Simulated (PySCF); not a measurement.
C₂H₇FSi₂, SMILES [SiH3]/C=C\[SiH2]F.

Coordinates come from a PBE0-D3(BJ)/def2-SVP optimisation. The structure was generated by enumeration; whether it is a known compound was not checked. Other conformers were not sampled.

These are PySCF with PBE0/def2-TZVP values and carry that method's errors.

Isolated molecule, no solvent.

```
Item                                                                                                           Result
---------------------------------------------------------------------------------------------  ----------------------
total energy                                                                                       -758.92821 hartree
point group                                                                                                        Cs
highest occupied level                                                                                       -8.12 eV
lowest empty level                                                                                           -1.30 eV
orbital gap                                                                                                   6.81 eV
dipole moment                                                                                                  1.97 D
quadrupole, principal values (traceless, Buckingham form, about the centre of nuclear charge)   -2.15, 0.05, 2.10 D·Å
mean static polarisability                                                                      76.0 bohr³ (11.26 Å³)
polarisability, principal values                                                               60.6, 69.6, 97.8 bohr³
```
